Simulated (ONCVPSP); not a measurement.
Ranking ONCV potentials for phosphorus

All share these settings but for the change named:

ONCVPSP 4.0.1 input, shortened (lines: element, Z, core and valence counts, functional; n l f; lmax; l rc ep ncon nbas qcut; lloc lpopt rc5 dvloc0; l nproj debl; icmod fcfact rcfact), PBE, non-relativistic:

```
  P 15.00    3    2        4      upf
    1    0    2.00
    2    0    2.00
    2    1    6.00
    3    0    1.50
    3    1    3.50
    1
    0    1.35    0.00    4    9    4.80
    1    1.80    0.00    4    7    4.50
    4    5    1.20    6.00
    0    2    2.50
    1    2    2.40
    0    0.00    0.00
```

Test errors are all-electron minus pseudo excitation energies from the reference, over 3s2 3p3; 3s2 3p2; 3s2 3p1; 3s1 3p3. None of these files shows a bound ghost.

The base gives 1.3 meV.

Of 7 variants that were run, those that failed, showed a ghost or another fault, or gave nearly equal values are left out.

A variant can come out equal or close to the base, since the largest error may sit in a test that the change hardly touches while other tests move.

(1) Rank these variants by their largest absolute test error, smallest first.
A. s: rc 1.96
B. s: rc 1.44
C. s: rc 1.76

Results:

(1) C (1.1 meV), B (1.4 meV), A (4.4 meV).
